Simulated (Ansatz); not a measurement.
The same molecule with X = B, Al, Ga. Ansatz, PBE0-D4/def2-TZVP geometries, multiplicity 1. Each molecule was computed in one conformer, which needn't be the lowest.

Scalar relativity is left out up to krypton.

| X | molecule | mean X–Cl bond length / Å | mean X–O bond length / Å | size of the dipole moment (B3LYP/def2-TZVPP) / D | LUMO energy (PBE/def2-TZVPP) / eV | HOMO–LUMO gap (PBE/def2-TZVPP) / eV |
| --- | --- | --- | --- | --- | --- | --- |
| B | `COB(O)Cl` | 1.770 | 1.351 | 2.41 | -0.09 | 7.27 |
| Al | `C[O][Al]([OH])[Cl]` | 2.092 | 1.674 | 0.40 | -1.48 | 5.35 |

Q: Give the row for X = Ga, `C[O][Ga]([OH])[Cl]`. (Estimate.)

A: The calculation gave: 
```csv
X,molecule,mean X–Cl bond length / Å,mean X–O bond length / Å,size of the dipole moment (B3LYP/def2-TZVPP) / D,LUMO energy (PBE/def2-TZVPP) / eV,HOMO–LUMO gap (PBE/def2-TZVPP) / eV
Ga,`C[O][Ga]([OH])[Cl]`,2.122,1.766,1.84,-2.09,4.63
```

From B to Ga the mean X–Cl bond length rises at each step, by 0.352 Å in all; the mean X–O bond length rises at each step, by 0.415 Å in all; the LUMO energy (PBE/def2-TZVPP) falls at each step, by 2.00 eV in all; the HOMO–LUMO gap (PBE/def2-TZVPP) falls at each step, by 2.64 eV in all. Dipoles are sizes alone, and their direction can turn along the series.

B3LYP here is the variant with VWN-RPA as its local correlation; programs differ in this.
